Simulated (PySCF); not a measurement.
Ligand exchange on a metal centre used in film growth or etching (Zn F-Br). All species are isolated molecules in the gas phase.

The HOMO–LUMO gap from two functionals at the same geometries (TPSS-D3(BJ)/def2-SVP), both in PySCF: PBE-D3(BJ)/def2-TZVP and B3LYP-D3(BJ)/def2-TZVP. B3LYP has the VWN-RPA correlation part, as in Gaussian. 

```csv
species,PBE-D3(BJ)/def2-TZVP (eV)
0 of 2 F replaced by Br ([Zn(F)2]),5.60
1 of 2 F replaced by Br ([Zn(F)(Br)]),4.73
2 of 2 F replaced by Br ([Zn(Br)2]),4.57
```

Task: What does B3LYP-D3(BJ)/def2-TZVP give for each?

Result: 
- 0 of 2 F replaced by Br ([Zn(F)2]): 7.88
- 1 of 2 F replaced by Br ([Zn(F)(Br)]): 6.33
- 2 of 2 F replaced by Br ([Zn(Br)2]): 6.13
Over these rows, drawn at random from the members with no instability flagged (it was tested for open shells, ions and some series alone), PBE minus B3LYP-D3(BJ): mean -1.82 eV, from -2.29 eV to -1.56 eV.
